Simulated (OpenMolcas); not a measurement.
# Levels of Os by method

```
Program             : OpenMolcas 26.06
Basis               : ANO-RCC-VTZP [8s7p5d3f2g1h]
Scalar Hamiltonian  : DKH2, point nucleus
Active space        : 6 electrons in 5 orbitals (5d)
State averaging     : 2S+1 = 5 even, 5 roots; 2S+1 = 3 even, 45 roots; 2S+1 = 1 even, 50 roots (44 in the spin-orbit step)
Spin-orbit coupling : RASSI with atomic mean-field integrals over the reference wave functions, term energies averaged over their components
```

Methods on the same reference wave functions:
A. CASSCF
B. SS-CASPT2, IPEA 0.25 Eh, imaginary shift 0.1 Eh (closed shells correlated: 5s 5p 6s)
C. MS-CASPT2, IPEA 0.25 Eh, imaginary shift 0.1 Eh (closed shells correlated: 5s 5p 6s)
D. XMS-CASPT2, IPEA 0.25 Eh, imaginary shift 0.1 Eh (closed shells correlated: 5s 5p 6s)

Energies in eV above 5d6 6s2 5D4, the measured ground level; measured values from NIST Handbook of Basic Atomic Spectroscopic Data.

```tsv
Level	A	B	C	D	Measured
5d6 6s2 5D4	0.0000	0.0000	0.0000	0.0000	0.0000
5d6 6s2 5D3	0.5180	0.543	0.541	0.557	0.5157
5d6 6s2 5D2 [58 %]	0.6109	0.485	0.488	0.462	0.3398
5d6 6s2 5D1	0.8344	0.794	0.799	0.801	0.7149
5d6 6s2 5D0	0.8922	0.834	0.845	0.843	0.7554
5d6 6s2 3H6	2.1465	1.987	1.985	1.902	
5d6 6s2 3H5 [51 %]	2.1723	1.952	1.949	1.854	
5d6 6s2 3P2(1) [50 %]	2.2140	1.781	1.773	1.721	
5d6 6s2 3F3(1) [57 %]	2.5595	2.199	2.200	2.074	
5d6 6s2 3F2(1) [68 %]	2.6790	2.207	2.189	2.071	
5d6 6s2 3G5 [51 %]	3.1422	2.904	2.902	2.806	
5d6 6s2 3D2 [70 %]	3.5069	2.900	2.911	2.811	
5d6 6s2 1I6	3.6347	3.397	3.395	3.360	
5d6 6s2 3P1(1) [51 %]	3.8216	3.257	3.251	3.152	
5d6 6s2 1G4(1) [62 %]	4.2331	3.864	3.852	3.803	
5d6 6s2 1F3 [64 %]	4.5533	3.654	3.650	3.603	
5d6 6s2 1D2 [56 %]	4.6230	3.793	3.781	3.720	
5d6 6s2 3P1(2)	5.3319	4.322	4.351	4.173	
5d6 6s2 3F4(2)	5.6045	4.791	4.795	4.609	
5d6 6s2 3F2(2)	5.6933	4.859	4.868	4.666
```

Deviations, from unrounded energies. A percentage is the sum of absolute deviations over the sum of measured energies, with the sign that they share, or ± where signs differ.

```tsv
Against measurement	Levels	A	B	C	D
mean absolute deviation (cm-1)	4	1100	670	700	680
fine structure of the ground term (%)	4	+22.8	+14.2	+14.9	+14.5
```

B, C, D lie about equally close to measurement and A furthest from it. The largest miss of B in the table is 5d6 6s2 5D2 [58 %], by +1200 cm-1. The ranking rests on the paired levels alone, and a cruder setting can come out closer through cancelling errors.

Among B to D the level of the table that moves most is 5d6 6s2 3F2(2), by 1600 cm-1 (lowest in D, highest in C). Moves below CASPT2's spread within the term are not significant.

The mean deviations of B to D differ by less than CASPT2's widest spread within a term (1800 cm-1), so their order carries little weight.

From A to B the spin-free energies of the other terms of 5d6 6s2 shown, above 5D, scale by factors of 0.70 to 0.89, as is usual when dynamic correlation screens the repulsion within a d or f shell.

The lowest spin-free term lies below A's lowest term by 0.460 hartree in B, 0.460 hartree in C, 0.468 hartree in D.

Term energies are means over components that CASPT2 splits; among the terms shown or strongly mixed into the levels shown the widest spread is 1800 cm-1 (5d6 6s2 1I, C). Some high roots are left out of the spin-orbit mixing, which shifts the levels that they would mix with. With the s shell closed, the reference lacks s² → p², s² → d² and s → d mixing, so excited terms can stand far too high and out of order, with CASPT2 too. The CASPT2 spread within a term exceeds the gap to the next term for 5d6 6s2 1I and 5d6 6s2 1G(1), so the order of their levels is uncertain (figures for B; the like holds for C, D). Without dynamic correlation excited terms often stand tens of per cent too high (terms of higher spin than the ground term too low), and those without a measured partner can miss by more than the paired ones (holds for A). Some levels mix across a computed gap that differs much from the measured one, so their mixing is not that of the real levels (holds for A; B). Some terms miss by over 15 % even with CASPT2, which points to a basis or an active space too small for the shells correlated (holds for B). Computed and measured levels are paired by configuration, term and J; levels that our copy of the source lacks, or whose pairing is in doubt (as where it misses far off the trend of its configuration), stay unpaired and out of the deviations. Only configurations of the active space appear. The table leaves out levels that lie high or whose names do not pair safely across all columns.

A share in square brackets marks a mixed level and gives the weight of the term that names it, the lowest over the columns. A number in round brackets counts repeated terms of one configuration in the order of the reference energies.
